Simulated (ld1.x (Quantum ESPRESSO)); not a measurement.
What one change does to a pseudopotential (Ag, PAW)

| Item | Value |
| --- | --- |
| Element | silver |
| Generator | ld1.x (Quantum ESPRESSO) 7.5 |
| Type | PAW |
| Functional | LDA (PZ) |
| Relativity | scalar-relativistic |
| Frozen core | [Ar] 3d10 4s2 |
| Valence charge | 17 |
| Reference configuration | 4p6 4d9 5s2 5p0 |
| Partial waves | 5s (bound): rcut 2.20, rcutus 2.55 bohr; 5s channel at 0.5 Ry: rcut 2.20, rcutus 2.55 bohr; 4p (bound): rcut 1.80, rcutus 2.20 bohr; 5p (bound, empty): rcut 1.80, rcutus 2.20 bohr; 4d (bound): rcut 1.30, rcutus 1.55 bohr; 4d channel at -0.25 Ry: rcut 1.30, rcutus 1.55 bohr |
| Local potential | all-electron potential smoothed inside 1.90 bohr (lloc = -1) |
| Core correction | a·sin(br)/r model core inside 1.45 bohr |
| Augmentation charge | BESSEL, radius 1.15 bohr |

Change: waves 4p (bound): rcut 1.80, rcutus 1.90 bohr; 5p (bound): rcut 1.80, rcutus 1.90 bohr.

Cutoffs: the cutoffs (Ry, on a coarse ladder) from which the occupation-weighted sum of valence levels, in a spherical-Bessel basis at the reference potential, stays within 10 and 1 mRy of its value at 400 Ry; they do not see the model core or the augmentation charge, which bear on the density cutoff. Errors are all-electron minus pseudo energies relative to the spin-unpolarised reference configuration.

Problem. Predict the effect on cutoff, ghosts and configuration errors.

Solution. The potential gets neither clearly harder nor softer (45 Ry and 80 Ry → 45 Ry and 80 Ry); the d channel sets the loose cutoff, while the largest relative change is in p, which becomes harder; the number of tests that count goes from 8 to 4 (the test run of the changed file stopped, so its transferability is not established); of the 4 tests that both files solve, the error grows in 2 and shrinks in 0 by more than 15 % and 0.3 meV (median size 22.8 → 25.5 meV); the range in which the p phases agree widens (upper end 1.9 → 3.4); neither file shows a bound ghost at the reference potential, the only one tested.

```tsv
quantity	base	changed
cutoff, loose	45 Ry	45 Ry
cutoff, tight	80 Ry	80 Ry
loose cutoff by channel (10 mRy a level)	s 6 Ry, p 15 Ry, d 40 Ry	s 6 Ry, p 18 Ry, d 40 Ry
bound ghosts	none	none
tests counted (converged, no solver errors)	8 of 9	4 of 9 (the test run stopped)
error for 4p6 4d10 5s1 5p0, meV [ΔE -3.96 eV]	+15	+22
error for 4p6 4d10 5s0 5p0, meV [ΔE 4.14 eV]	+31	+40
error for 4p6 4d9 5s0 5p0, meV [ΔE 26.52 eV]	+31	+29
error for 4p6 4d9 5s1 5p0, meV [ΔE 9.42 eV]	+8.3	+7.9
s: phases at 2.73 bohr within 0.05 rad from the reference energy up to (Ry; the scan ends near 5)	to the end of the scan	to the end of the scan
p: phases at 2.73 bohr within 0.05 rad from the reference energy up to (Ry; the scan ends near 5)	1.9	3.4
d: phases at 2.73 bohr within 0.05 rad from the reference energy up to (Ry; the scan ends near 5)	to the end of the scan	to the end of the scan
lowest overlap eigenvalue by channel	s 0.32, p 0.70, d 0.84	s 0.32, p 0.09, d 0.84
```

Base: Tests not counted: 4p6 4d9 5s1 5p1 (solver errors, printed error -2.5 eV). These tests converged, but a pseudo level misses the all-electron one widely, so the file describes the atom poorly there or has found another state: 4p5 4d10 5s1 5p0: 5s by 35.7 eV (a node warning on the way).
